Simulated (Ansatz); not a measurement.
Z-matrix (Å, degrees):
```
Al
F 1 1.633
Br 1 2.220 2 119.2
Cl 1 2.066 2 119.0 3 180.0
```

The species carries charge 0 and has multiplicity 1.

Q: List the CAM-B3LYP/def2-TZVPP orbital energies in eV (Ansatz 0.2.0). (Estimate.)

A: Ansatz gave: Occupied: -13141.37, -2764.77, -1702.87, -1534.61, -1534.57, -1534.56, -1528.74, -673.36, -259.56, -238.95, -198.58, -198.49, -198.47, -179.83, -179.70, -179.68, -116.66, -77.38, -77.24, -77.23, -74.18, -74.14, -74.12, -74.02, -74.02, -34.10, -24.96, -23.73, -15.47, -13.98, -13.92, -13.44, -12.04, -11.53, -11.36, -10.65, -10.43. Lowest empty: -0.49, 0.00, 2.31, 2.73, 3.44, 4.92, 5.07, 5.28.
